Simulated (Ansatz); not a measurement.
Mulliken charges of Cl3H3InN (`[NH3+][In-]([Cl])([Cl])[Cl]`) from PBE/def2-TZVPP in Ansatz (PBE0-D4/def2-TZVP geometry).

```csv
atom,x (Å),y (Å),z (Å),charge (e)
N1,-0.794,-0.190,0.771,-0.322
In2,0.829,0.178,-0.796,0.818
Cl3,2.448,-1.256,0.064,-0.366
Cl4,-0.361,-0.515,-2.673,-0.366
Cl5,1.103,2.464,-0.458,-0.366
H6,-1.024,0.676,1.249,0.201
H7,-0.474,-0.865,1.458,0.201
H8,-1.634,-0.550,0.329,0.201
```

Q: By hand: the dipole of these point charges (1 e Å = 4.8032 D).

A: Σ q r = (-0.863, -0.195, 0.833) e Å, of length 1.215 e Å = 5.84 D.

Q: How does the dipole of the full density compare? (An estimate is asked.)

A: The calculation gave: (-0.867, -0.196, 0.837) e Å, 5.86 D; the point charges give 1.00 times that, at 0° from its direction.

Point charges leave out the atoms' own dipoles, such as those of lone pairs, and Mulliken's split depends on the basis, so the close match here is no proof of good charges.
